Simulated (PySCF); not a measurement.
Dissociation curve of SeH, doublet.

Level of theory: CCSD(T) on UHF/def2-TZVP, 9 core orbitals frozen run with PySCF.

Question: Relative to R = 1.47 Å, what are the energies at R = 1.26, 1.33, 1.38, 1.70 Å?

Answer: 16.1 kcal/mol at 1.26 Å, 6.3 kcal/mol at 1.33 Å, 2.4 kcal/mol at 1.38 Å, 9.1 kcal/mol at 1.70 Å.

The scan ran from 1.19 to 5.89 Å; beyond the distances shown one of the unrestricted levels run for this scan, shown here or not, changes its spin distribution in one step.
